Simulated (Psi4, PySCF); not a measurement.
The PySCF input:
```python
from pyscf import gto, scf, cc

mol = gto.Mole()
mol.atom = '''
    C    -0.02331881    0.51924115   -0.01539977
    O     0.03468978   -0.77243926    0.02290917
    H    -1.08639489    0.97405626   -0.04951263
    H     0.45655976    1.07094605    0.88097598
    H     0.49222972    1.01906489   -0.92233812
'''
mol.basis = 'def2-svp'
mol.charge = -1
mol.verbose = 4
mol.build()

mf = scf.RHF(mol)
mf.kernel()

mycc = cc.CCSD(mf, frozen=2)
mycc.kernel()
et = mycc.ccsd_t()
print('E(CCSD(T)) = %.10f' % (mycc.e_tot + et))
```

### Question
Write the same job for Psi4.

### Answer
This is not unique; one that fits is 
```
memory 2 GB

molecule {
-1 1
C    -0.02331881    0.51924115   -0.01539977
O     0.03468978   -0.77243926    0.02290917
H    -1.08639489    0.97405626   -0.04951263
H     0.45655976    1.07094605    0.88097598
H     0.49222972    1.01906489   -0.92233812
}

set {
  basis def2-svp
  freeze_core true
  mp2_type conv
  scf_type pk
  puream true
  d_convergence 1e-8
}

energy('ccsd(t)')
print_variables()
```

Both were run: PySCF gave -114.669815 Eh and Psi4 -114.669815 Eh, 0.000 mEh apart.
